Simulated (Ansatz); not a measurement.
The cluster B₅⁺. The state is a singlet with charge 1. Geometry B3LYP-D4/def2-SVP.

```xyz
5

B     0.954    1.382   -0.305
B    -0.951   -1.385    0.299
B     0.495   -1.326    0.954
B    -0.005    0.006    0.010
B    -0.493    1.323   -0.958
```

The restricted singlet is unstable towards broken spin symmetry in Hartree–Fock (as tested in another run); at PBE-D4/def2-TZVP, r2SCAN-D4/def2-TZVP, r2SCANh-D4/def2-TZVP, PBE0-D4/def2-TZVP and others this wasn't settled. Another isomer (singlet) lies 4.29 eV lower at PBE0-D4/def2-TZVP; other spin states weren't run for this one.

(1) Estimate the orbital energies around the gap (eV) in Ansatz with PBE-D4/def2-TZVP, r2SCAN-D4/def2-TZVP, r2SCANh-D4/def2-TZVP, PBE0-D4/def2-TZVP, ωB97X-V/def2-TZVP.

Answers

(1) 
```
orbital  PBE-D4/def2-TZVP  r2SCAN-D4/def2-TZVP  r2SCANh-D4/def2-TZVP  PBE0-D4/def2-TZVP  ωB97X-V/def2-TZVP
 HOMO−5            -20.84               -21.54                -22.19             -22.76             -25.57
 HOMO−4            -15.37               -15.71                -16.11             -16.51             -18.81
 HOMO−3            -14.35               -14.67                -15.12             -15.62             -18.09
 HOMO−2            -13.31               -13.45                -13.71             -14.00             -15.93
 HOMO−1            -12.66               -12.83                -13.19             -13.67             -15.87
   HOMO            -12.65               -12.82                -13.09             -13.38             -15.13
   LUMO            -11.38               -11.32                -10.98             -10.52              -8.39
 LUMO+1            -11.26               -11.20                -10.89             -10.44              -8.38
 LUMO+2            -10.47               -10.33                 -9.98              -9.54              -7.35
 LUMO+3             -9.80                -9.68                 -9.37              -8.97              -6.90
 LUMO+4             -7.12                -6.70                 -6.35              -6.06              -3.85
 LUMO+5             -6.29                -5.78                 -5.37              -5.06              -2.63
```
